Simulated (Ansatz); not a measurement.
The same redistribution along the group O, S, Se.

Program: Ansatz. Geometries: PBE0-D4/def2-TZVP. ΔE: electronic, gas phase. CBS: MP2 limit from def2 TZ/QZ plus the TZ coupled-cluster correction, frozen cores. This one scheme is used for every species. DFT in def2-TZVPP. For Ge, Se outer-core shells are correlated without core-valence functions, which leaves a few kJ/mol of doubt a bond. Scalar relativity is left out up to krypton. One conformer a species, not always the lowest.

| reaction | CCSD(T)/CBS(def2) (kcal/mol) |
| --- | --- |
| silanol + `C[NH][GeH2][CH3]` → `C[NH][GeH2][SiH3]` + CH₃OH | ? |
| `[SiH3]S` + `C[NH][GeH2][CH3]` → `C[NH][GeH2][SiH3]` + CH₃SH | 21.0 |
| `[SiH3][SeH]` + `C[NH][GeH2][CH3]` → `C[NH][GeH2][SiH3]` + `C[SeH]` | 20.8 |

Problem. Fill in the missing values. (An estimate is asked.)

Solution. Computed: silanol + `C[NH][GeH2][CH3]` → `C[NH][GeH2][SiH3]` + CH₃OH: +38.8 kcal/mol.

Largest T1 diagnostic: 0.012, for `C[NH][GeH2][SiH3]`.
